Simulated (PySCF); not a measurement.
Simulated C 1s region for `[SiH3][SiH2]C1CCCC1`, binding energy against the vacuum level.

Every computed line was given a Gaussian of 1.0 eV full width at half maximum and an area set by the number of equivalent atoms; the highest printed point is 100. Level of theory: PySCF, delta-SCF UKS SCAN, pcX-2 on the ionised atom, pcseg-1 elsewhere, spin-free X2C.

binding energy (eV), intensity and a bar:
```
    288.5          0 
    288.6          0 
    288.7          0 
    288.8          1 
    288.9          2 
    289.0          3 #
    289.1          5 #
    289.2          8 ##
    289.3         12 ####
    289.4         18 #####
    289.5         26 ########
    289.6         36 ###########
    289.7         47 ##############
    289.8         60 ##################
    289.9         73 ######################
    290.0         84 #########################
    290.1         93 ############################
    290.2         99 ##############################
    290.3        100 ##############################
    290.4         96 #############################
    290.5         88 ##########################
    290.6         77 #######################
    290.7         63 ###################
    290.8         50 ###############
    290.9         37 ###########
    291.0         26 ########
    291.1         17 #####
    291.2         11 ###
    291.3          7 ##
    291.4          4 #
    291.5          2 #
    291.6          1 
    291.7          0 
    291.8          0
```

Task: How many maxima does the curve show, and how many computed lines lie under it?

Result: The curve has 1 maximum (at 290.3 eV). Under it lie 3 lines from 3 inequivalent carbon sites. At this width some lines have no maximum of their own.

Task: Decompose the envelope and assign each component. Numbering: `[SiH3:1][SiH2:2][CH:3]1[CH2:4][CH2:5][CH2:6][CH2:7]1`.

Result: 
```csv
position (eV),relative area,line,atoms,environment
289.91,1,C 1s,C3,sp3 carbon bound to silicon
290.33,2,C 1s,C5/C6,ring CH2 carbon
290.34,2,C 1s,C4/C7,ring CH2 carbon
```

Task: What are the centre and the root-mean-square width of the whole band?

Result: The area-weighted mean of the lines is 290.25 eV. Their own spread about it is 0.17 eV (rms) and each Gaussian has σ = 1.0/2.355 = 0.42 eV; the variances add, which gives 0.46 eV.

The listed C 1s values span 0.43 eV, from C3 (bonded to 2 C, H and Si) to C4/C7 (bonded to 2 C and 2 H). The widest gap between neighbouring values is 0.42 eV, between 289.91 and 290.33 eV. The values 290.33 and 290.34 eV lie too close for their order to be trusted.

No satellites, vibrations or lifetime broadening are included. Topologically equivalent atoms share the value of their first member; where this conformer doesn't relate them by symmetry, their own values could differ. The structure is a single PBE0-D3(BJ)/def2-SVP conformer in the gas phase; no vibrational or solvent corrections.
